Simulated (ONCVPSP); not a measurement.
**PBEsol ONCV dataset for Cl (Z = 17), scalar-relativistic all-electron reference.**

| Quantity | Value |
| --- | --- |
| Element | chlorine (Cl) |
| Generator | ONCVPSP 4.0.1 |
| Type | optimised norm-conserving Vanderbilt (ONCV) |
| Functional | PBEsol |
| Relativity | scalar-relativistic |
| Frozen core | [Ne] |
| Valence charge | 7 |
| Reference configuration | 3s2 3p4 (charge +1) |
| Partial waves | 3s: rc 1.10 bohr, ncon 4, nbas 7, qcut 4.6 1/bohr, 2 projectors, debl 0.6 Ha; 3p: rc 1.05 bohr, ncon 3, nbas 8, qcut 9.1 1/bohr, 2 projectors, debl 0.7 Ha |
| Local potential | polynomial inside 0.65 bohr (lpopt 2, dvloc0 0 Ha) |
| Core correction | Teter function, fcfact 5.25, rcfact 1.7 |

In the s channel the program set the typed energies aside and used -1.176, 0.250 Ha. In the p channel the program set the typed energies aside and used -0.712, 0.250 Ha.

All-electron outer shells of the reference configuration (PBEsol, scalar-relativistic, ld1.x):

```csv
shell,level (eV),outermost node (bohr),outermost maximum (bohr)
2s,-265.00,0.12,0.36
2p,-204.26,–,0.30
3s,-32.01,0.55,1.27
3p,-19.38,0.53,1.39
```

**Question.** Estimate the cutoffs (Ha) at which the residual kinetic energy of the hardest occupied pseudo-wave falls to 1 and 0.1 mHa per electron.

**Answer.** 29 Ha and 65 Ha.

**Question.** Does the potential have ghost states?

**Answer.** Ghosts flagged at negative energy: p at -134.8 eV; GHOST(+) flagged for s at 90.8 eV. A true bound ghost makes a file unfit for plane-wave use.

**Question.** Tests: 3s2 3p5; 3s2 3p3; 3s2 3p2; 3s2 3p4.5. Which has the largest error in its energy relative to the reference configuration, and how large is it?

**Answer.** 3s2 3p2, with -20 meV (all-electron minus pseudo) on +63.65 eV.
